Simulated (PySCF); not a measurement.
PySCF input for F2HS, SMILES [SH+](F)F, charge +1, TPSSh-D3(BJ)/def2-TZVP. 

```python
import numpy as np
from pyscf import gto, scf, dft
from pyscf.geomopt import geometric_solver

mol = gto.M(
    atom='''
    F    -0.02166732   -0.50033606   -1.19026256
    S     0.10501163    0.51177033    0.00000000
    F    -0.02166732   -0.50033606    1.19026255
    H    -1.29017433    0.81772384    0.00000001
    ''',
    basis='def2-TZVP',
    charge=1,
    spin=0,
    max_memory=1600,
    verbose=3,
)
mf = dft.RKS(mol, xc='tpssh').density_fit(auxbasis='def2-universal-jkfit')
mf.disp = 'd3bj'
mf.grids.level = 4
mf.conv_tol = 1e-9
mf.max_cycle = 100
mf.kernel()
conv, mol_eq = geometric_solver.kernel(mf, convergence_set='GAU_TIGHT', maxsteps=100)
print(mol_eq.tostring(format='xyz'))
mf.reset(mol_eq)
mf.kernel()
```

Program output:

```
converged SCF energy = -598.205098854331
[banner and settings of the optimiser left out]
Geometry optimization cycle 1
Cartesian coordinates (Angstrom)
 Atom        New coordinates             dX        dY        dZ
   F  -0.021667  -0.500336  -1.190263    0.000000  0.000000  0.000000
   S   0.105012   0.511770   0.000000    0.000000  0.000000  0.000000
   F  -0.021667  -0.500336   1.190263    0.000000  0.000000 -0.000000
   H  -1.290174   0.817724   0.000000    0.000000  0.000000  0.000000

WARN: Mole.unit (angstrom) is changed to Bohr

converged SCF energy = -598.20509885408
--------------- DFRKS_Scanner gradients ---------------
         x                y                z
0 F    -0.0077617618    -0.0178179710    -0.0130412508
1 S     0.0392381269     0.0385130471     0.0000001243
2 F    -0.0077617363    -0.0178178771     0.0130411383
3 H    -0.0237253692    -0.0028082953    -0.0000000118
----------------------------------------------
cycle 1: E = -598.205098854  dE = -598.205  norm(grad) = 0.0684781
Step    0 : Gradient = 3.424e-02/5.498e-02 (rms/max) Energy = -598.2050988541
Hessian Eigenvalues: 5.00000e-02 5.00000e-02 5.00000e-02 ... 2.50000e-01 5.80482e-01 5.80482e-01

Geometry optimization cycle 2
Cartesian coordinates (Angstrom)
 Atom        New coordinates             dX        dY        dZ
   F   0.007537  -0.497990  -1.210424    0.029205  0.002346 -0.020162
   S   0.034993   0.465674  -0.000000   -0.070019 -0.046097 -0.000000
   F   0.007537  -0.497990   1.210424    0.029205  0.002346  0.020162
   H  -1.278110   0.856212   0.000000    0.012064  0.038488  0.000000
converged SCF energy = -598.208187658983
--------------- DFRKS_Scanner gradients ---------------
         x                y                z
0 F     0.0054240417    -0.0075797415    -0.0122244016
1 S    -0.0138138351     0.0076242587    -0.0000004565
2 F     0.0054239840    -0.0075800521     0.0122248092
3 H     0.0029152797     0.0074454507     0.0000000489
----------------------------------------------
cycle 2: E = -598.208187659  dE = -0.0030888  norm(grad) = 0.0280271
Step    1 : Displace = 5.287e-02/8.354e-02 (rms/max) Trust = 1.000e-01 (=) Grad = 1.401e-02/1.578e-02 (rms/max) E (change) = -598.2081876590 (-3.089e-03) Quality = 0.704
Hessian Eigenvalues: 4.99998e-02 5.00000e-02 5.00000e-02 ... 3.21190e-01 5.11400e-01 5.80482e-01

Geometry optimization cycle 3
Cartesian coordinates (Angstrom)
 Atom        New coordinates             dX        dY        dZ
   F  -0.016472  -0.481027  -1.194532   -0.024009  0.016963  0.015892
   S   0.061489   0.477372   0.000000    0.026496  0.011698  0.000000
   F  -0.016472  -0.481027   1.194532   -0.024009  0.016963 -0.015892
   H  -1.254905   0.812772  -0.000000    0.023205 -0.043439 -0.000000
converged SCF energy = -598.209396602613
--------------- DFRKS_Scanner gradients ---------------
         x                y                z
0 F    -0.0009801590    -0.0005842027    -0.0009961074
1 S    -0.0023971315     0.0035549190    -0.0000004822
2 F    -0.0009802274    -0.0005845506     0.0009965492
3 H     0.0042796697    -0.0023941077     0.0000000404
----------------------------------------------
cycle 3: E = -598.209396603  dE = -0.00120894  norm(grad) = 0.00685718
Step    2 : Displace = 3.707e-02/4.937e-02 (rms/max) Trust = 1.000e-01 (=) Grad = 3.429e-03/4.904e-03 (rms/max) E (change) = -598.2093966026 (-1.209e-03) Quality = 0.889
Hessian Eigenvalues: 4.99962e-02 5.00000e-02 5.00000e-02 ... 3.53002e-01 4.60239e-01 5.80482e-01

Geometry optimization cycle 4
Cartesian coordinates (Angstrom)
 Atom        New coordinates             dX        dY        dZ
   F  -0.010511  -0.484690  -1.192290    0.005960 -0.003664  0.002242
   S   0.061810   0.475255   0.000000    0.000320 -0.002116  0.000000
   F  -0.010511  -0.484690   1.192290    0.005961 -0.003663 -0.002242
   H  -1.264136   0.822733  -0.000000   -0.009231  0.009961 -0.000000
converged SCF energy = -598.209471223664
--------------- DFRKS_Scanner gradients ---------------
         x                y                z
0 F    -0.0001872176    -0.0004996668    -0.0004994724
1 S     0.0009028744     0.0009829218     0.0000010123
2 F    -0.0001870373    -0.0004989774     0.0004985781
3 H    -0.0006069529    -0.0000037142    -0.0000001179
----------------------------------------------
cycle 4: E = -598.209471224  dE = -7.46211e-05  norm(grad) = 0.00179345
Step    3 : Displace = 8.577e-03/1.407e-02 (rms/max) Trust = 1.414e-01 (+) Grad = 8.967e-04/1.335e-03 (rms/max) E (change) = -598.2094712237 (-7.462e-05) Quality = 0.945
Hessian Eigenvalues: 4.98919e-02 5.00000e-02 5.00000e-02 ... 3.13507e-01 4.59233e-01 5.80482e-01

Geometry optimization cycle 5
Cartesian coordinates (Angstrom)
 Atom        New coordinates             dX        dY        dZ
   F  -0.009185  -0.484108  -1.191924    0.001326  0.000582  0.000366
   S   0.061397   0.474846  -0.000000   -0.000413 -0.000409 -0.000001
   F  -0.009185  -0.484108   1.191924    0.001326  0.000582 -0.000366
   H  -1.263025   0.822832   0.000000    0.001111  0.000099  0.000001
converged SCF energy = -598.209473661318
--------------- DFRKS_Scanner gradients ---------------
         x                y                z
0 F    -0.0000034765    -0.0000104861    -0.0000013321
1 S    -0.0001020383    -0.0000440311    -0.0000008462
2 F    -0.0000036603    -0.0000110265     0.0000020463
3 H     0.0000299344     0.0000421970     0.0000001318
----------------------------------------------
cycle 5: E = -598.209473661  dE = -2.43765e-06  norm(grad) = 0.000123657
Step    4 : Displace = 8.233e-04/1.341e-03 (rms/max) Trust = 2.000e-01 (+) Grad = 6.183e-05/1.111e-04 (rms/max) E (change) = -598.2094736613 (-2.438e-06) Quality = 0.892
Hessian Eigenvalues: 4.67554e-02 5.00000e-02 5.00000e-02 ... 3.43196e-01 4.47646e-01 5.80482e-01

Geometry optimization cycle 6
Cartesian coordinates (Angstrom)
 Atom        New coordinates             dX        dY        dZ
   F  -0.008203  -0.483688  -1.191922    0.000982  0.000419  0.000003
   S   0.062208   0.475246   0.000000    0.000811  0.000400  0.000001
   F  -0.008203  -0.483689   1.191922    0.000983  0.000419 -0.000002
   H  -1.262412   0.822580  -0.000001    0.000613 -0.000252 -0.000001
converged SCF energy = -598.209473684346
--------------- DFRKS_Scanner gradients ---------------
         x                y                z
0 F    -0.0000253965     0.0000077014     0.0000176834
1 S    -0.0000358654    -0.0000547671     0.0000013490
2 F    -0.0000251305     0.0000085916    -0.0000188475
3 H     0.0000071089     0.0000147745    -0.0000001849
----------------------------------------------
cycle 6: E = -598.209473684  dE = -2.30278e-08  norm(grad) = 8.14495e-05
Step    5 : Displace = 1.156e-04/1.427e-04 (rms/max) Trust = 2.828e-01 (+) Grad = 4.072e-05/6.548e-05 (rms/max) E (change) = -598.2094736843 (-2.303e-08) Quality = 0.224
Hessian Eigenvalues: 3.68866e-03 5.00000e-02 5.00000e-02 ... 3.58866e-01 5.80353e-01 7.05681e-01

Geometry optimization cycle 7
Cartesian coordinates (Angstrom)
 Atom        New coordinates             dX        dY        dZ
   F  -0.007052  -0.483267  -1.191921    0.001152  0.000421  0.000001
   S   0.063064   0.475723  -0.000001    0.000856  0.000477 -0.000001
   F  -0.007052  -0.483267   1.191921    0.001150  0.000421 -0.000001
   H  -1.261764   0.822388   0.000001    0.000648 -0.000192  0.000001
converged SCF energy = -598.209473683245
--------------- DFRKS_Scanner gradients ---------------
         x                y                z
0 F    -0.0000395550    -0.0000004202     0.0000137303
1 S     0.0000132692    -0.0000219502    -0.0000022860
2 F    -0.0000399653    -0.0000019713    -0.0000117184
3 H    -0.0000130545     0.0000000496     0.0000002737
----------------------------------------------
cycle 7: E = -598.209473683  dE = 1.1006e-09  norm(grad) = 6.57672e-05
Step    6 : Displace = 6.125e-05/8.199e-05 (rms/max) Trust = 5.778e-05 (-) Grad = 3.288e-05/4.187e-05 (rms/max) E (change) = -598.2094736832 (+1.101e-09) Quality = -0.006
Poor-quality step dominated by net translation/rotation detected; will project out net forces and torques past this point.
Hessian Eigenvalues: 1.40988e-03 5.00000e-02 5.00000e-02 ... 4.07670e-01 5.81237e-01 9.26139e-01

Geometry optimization cycle 8
Cartesian coordinates (Angstrom)
 Atom        New coordinates             dX        dY        dZ
   F  -0.005605  -0.482753  -1.191925    0.001447  0.000514 -0.000005
   S   0.064065   0.476289   0.000001    0.001001  0.000565  0.000002
   F  -0.005603  -0.482753   1.191926    0.001449  0.000514  0.000005
   H  -1.260979   0.822207  -0.000002    0.000785 -0.000181 -0.000002
converged SCF energy = -598.209473672253
--------------- DFRKS_Scanner gradients ---------------
         x                y                z
0 F    -0.0000473814    -0.0000096818     0.0000046695
1 S     0.0000393290    -0.0000017996     0.0000039552
2 F    -0.0000465944    -0.0000070781    -0.0000080770
3 H    -0.0000247105    -0.0000066420    -0.0000005472
----------------------------------------------
cycle 8: E = -598.209473672  dE = 1.09923e-08  norm(grad) = 8.2871e-05
Step    7 : Displace = 2.993e-05/4.171e-05 (rms/max) Trust = 2.889e-05 (-) Grad = 1.892e-05/3.153e-05 (rms/max) E (change) = -598.2094736723 (+1.099e-08) Quality = -0.047
Hessian Eigenvalues: 3.18707e-02 5.00000e-02 5.00000e-02 ... 3.92622e-01 5.81310e-01 7.53312e-01

Geometry optimization cycle 9
Cartesian coordinates (Angstrom)
 Atom        New coordinates             dX        dY        dZ
   F  -0.005587  -0.482747  -1.191938    0.000018  0.000005 -0.000013
   S   0.064045   0.476285  -0.000000   -0.000020 -0.000004 -0.000002
   F  -0.005587  -0.482748   1.191939    0.000016  0.000005  0.000013
   H  -1.260995   0.822200  -0.000001   -0.000016 -0.000007  0.000001
converged SCF energy = -598.209473672893
--------------- DFRKS_Scanner gradients ---------------
         x                y                z
0 F    -0.0000442267    -0.0000084853     0.0000022903
1 S     0.0000300588    -0.0000042745    -0.0000006606
2 F    -0.0000442127    -0.0000090744    -0.0000015809
3 H    -0.0000209941    -0.0000034444    -0.0000000487
----------------------------------------------
cycle 9: E = -598.209473673  dE = -6.39716e-10  norm(grad) = 7.38086e-05
Step    8 : Displace = 1.436e-05/1.640e-05 (rms/max) Trust = 1.444e-05 (-) Grad = 1.289e-05/2.158e-05 (rms/max) E (change) = -598.2094736729 (-6.397e-10) Quality = 0.413
Hessian Eigenvalues: 2.85760e-02 4.66515e-02 5.00000e-02 ... 3.67626e-01 4.70177e-01 6.18284e-01

Geometry optimization cycle 10
Cartesian coordinates (Angstrom)
 Atom        New coordinates             dX        dY        dZ
   F  -0.005565  -0.482743  -1.191944    0.000022  0.000005 -0.000006
   S   0.064020   0.476284   0.000001   -0.000024 -0.000000  0.000001
   F  -0.005564  -0.482743   1.191945    0.000023  0.000005  0.000006
   H  -1.261016   0.822190  -0.000001   -0.000021 -0.000009 -0.000000
converged SCF energy = -598.209473672855
--------------- DFRKS_Scanner gradients ---------------
         x                y                z
0 F    -0.0000412923    -0.0000085735    -0.0000000780
1 S     0.0000203926    -0.0000082588     0.0000003162
2 F    -0.0000411573    -0.0000084444    -0.0000001278
3 H    -0.0000173315    -0.0000000987    -0.0000001102
----------------------------------------------
cycle 10: E = -598.209473673  dE = 3.7744e-11  norm(grad) = 6.57905e-05
Step    9 : Displace = 1.357e-05/1.722e-05 (rms/max) Trust = 1.444e-05 (=) Grad = 7.651e-06/1.134e-05 (rms/max) E (change) = -598.2094736729 (+3.774e-11) Quality = -0.026
Hessian Eigenvalues: 2.85760e-02 4.66515e-02 5.00000e-02 ... 3.67626e-01 4.70177e-01 6.18284e-01
Converged! =D

4
XYZ from PySCF
F          -0.00556473       -0.48274290       -1.19194448
S           0.06402034        0.47628421        0.00000064
F          -0.00556423       -0.48274297        1.19194478
H          -1.26101580        0.82219026       -0.00000091
converged SCF energy = -598.209473672853
```

Self-consistency was reached.
